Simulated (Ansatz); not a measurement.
This geometry of C$_{2}$H$_{5}$ClSi (9 atoms, charge 0, multiplicity 1) is a first-order saddle point.

Computed with RKS PBE-D4/def2-SVP in Ansatz.

```xyz
9
Properties=species:S:1:pos:R:3
C 0.000 1.599 -0.907
Si 0.311 -0.062 -0.591
C -0.243 -0.925 1.017
Cl 0.253 -2.658 1.024
H 0.325 2.081 -1.842
H -0.540 2.246 -0.197
H 1.033 -0.959 -1.543
H -1.345 -0.884 1.133
H 0.205 -0.437 1.906
```

(1) Which two structures does it join? (They come from a converged band through this point; their orientation in space is the band's.)

(2) How far does it lie above each of them?

Results:

(1) No bond is made or broken. The dihedral C1–Si2–C3–Cl4 goes from 121 to -121°. The two ends are copies of one structure, up to a mirror image or an exchange of like atoms.

First end point:

```xyz
9
Properties=species:S:1:pos:R:3
C -0.416 1.350 -1.137
Si 0.481 0.035 -0.488
C 0.035 -0.791 1.154
Cl -0.292 -2.553 0.867
H -0.151 1.822 -2.096
H -1.293 1.771 -0.620
H 1.663 -0.575 -1.170
H -0.876 -0.333 1.588
H 0.850 -0.726 1.902
```

Last end point:

```xyz
9
Properties=species:S:1:pos:R:3
C 0.399 1.628 -0.690
Si 0.162 -0.075 -0.663
C -0.525 -0.982 0.846
Cl 0.684 -2.217 1.403
H 0.804 2.149 -1.571
H 0.154 2.265 0.174
H 0.501 -0.974 -1.807
H -1.469 -1.521 0.631
H -0.710 -0.274 1.678
```

(2) 0.059 eV above the first and 0.059 eV above the second. This is the barrier of this one path; another mechanism may lie lower.

The run took 64 s on 1 thread of Arm Neoverse V2, on a shared host, peak memory 0.12 GiB.
